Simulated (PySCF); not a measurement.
SnOF, SMILES [O]=[Sn][F], multiplicity 2.

Coordinates come from a B3LYP-D3(BJ)/def2-TZVP optimisation. The def2 effective core potentials stand for the cores of Sn; spin–orbit coupling is left out.

Calculation: PySCF with TDA-PBE/def2-SVPD.

Vertical excitations. Gas-phase values at a fixed geometry.

```tsv
state	energy (eV)	λ (nm)	f	main pairs
root 1	0.78	1582	0.000	β HOMO−1→LUMO 100 %
root 2	0.87	1421	0.004	β HOMO→LUMO 97 %
root 3	2.97	417	0.007	β HOMO−2→LUMO 71 %, β HOMO−3→LUMO 26 %
root 4	3.05	406	0.001	β HOMO−4→LUMO 100 %
root 5	3.09	401	0.009	β HOMO−3→LUMO 71 %, β HOMO−2→LUMO 21 %
root 6	3.35	370	0.000	α HOMO→LUMO 36 %, β HOMO→LUMO+1 63 %
root 7	3.66	338	0.003	α HOMO−1→LUMO 39 %, β HOMO−1→LUMO+1 59 %
root 8	4.25	292	0.045	α HOMO→LUMO 60 %, β HOMO→LUMO+1 35 %
root 9	5.03	247	0.004	α HOMO−2→LUMO 91 %, β HOMO−2→LUMO+1 6 %
root 10	5.04	246	0.019	α HOMO−1→LUMO 47 %, α HOMO→LUMO+1 10 %, β HOMO−1→LUMO+1 24 %, β HOMO→LUMO+3 6 %
```
Unrestricted roots are not spin-pure.
